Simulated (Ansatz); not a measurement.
System: C₄H₁₄Si₂, charge 0, multiplicity 1. 
Geometry from a B3LYP-D3(BJ)/def2-TZVP (Ansatz, a program for electronic structure) optimisation:
```xyz
20

C     -2.2358    -0.2077     0.9768
C     -1.2309     0.4059     0.0006
C     -1.4649    -0.1166    -1.4181
C      0.2326     0.1933     0.4834
Si     1.4136     1.4723    -0.2388
Si     0.9293    -1.5483     0.2742
H     -3.2601    -0.0078     0.6550
H     -2.1119     0.2049     1.9800
H     -2.1121    -1.2906     1.0415
H     -1.4206     1.4861    -0.0146
H     -0.7534     0.3031    -2.1301
H     -1.3732    -1.2053    -1.4578
H     -2.4702     0.1374    -1.7586
H      0.2646     0.3810     1.5647
H      1.4776     1.3777    -1.7165
H      2.7821     1.2747     0.2976
H      0.9515     2.8369     0.1189
H      2.1156    -1.6934     1.1509
H     -0.0536    -2.5963     0.6416
H      1.3565    -1.7938    -1.1245
```

Total electronic energies in hartree. Valence correlation only, unless marked. No spin-orbit coupling. No relativistic terms. CBS marks a two-point X^-3 extrapolation of the correlation energy; Hartree-Fock from the larger set. The bracket is a focal-point correction in the basis named.

```csv
level,program,energy (Eh)
HF/aug-cc-pV(T+d)Z,Ansatz,-737.57112
HF/cc-pVTZ,Ansatz,-737.56280
HF/cc-pwCVTZ,Ansatz,-737.57191
PBE/def2-TZVPD,Ansatz,-739.35629
B3LYP-D3(BJ)/def2-TZVPD,Ansatz + dftd3,-739.99445
B2PLYP-D4/def2-TZVPD,Ansatz + dftd4,-739.50369
PBE-QIDH/def2-TZVPD,Ansatz,-739.26046
MP2/STO-3G,Ansatz,-729.30673
"RI-MP2/CBS(cc-pV(T+d)Z,cc-pV(Q+d)Z)",Ansatz,-738.6661
SCS-MP2/6-31G,Ansatz,-737.78305
SCS-MP2/cc-pV(D+d)Z,Ansatz,-738.31082
CCSD(T)/aug-cc-pV(T+d)Z,Ansatz,-738.68768
CCSD(T) with core electrons (1s frozen past Ne)/cc-pwCVTZ,Ansatz,-739.39221
"RI-MP2/CBS(aug-cc-pV(T+d)Z,aug-cc-pV(Q+d)Z)+[CCSD(T)-MP2]/aug-cc-pV(D+d)Z",Ansatz,-738.7960
"RI-MP2/CBS(aug-cc-pV(T+d)Z,aug-cc-pV(Q+d)Z)+[CCSD(T)-MP2]/aug-cc-pV(T+d)Z",Ansatz,-738.7926
```

Totals of different functionals don't rank their quality; only differences between species are comparable.
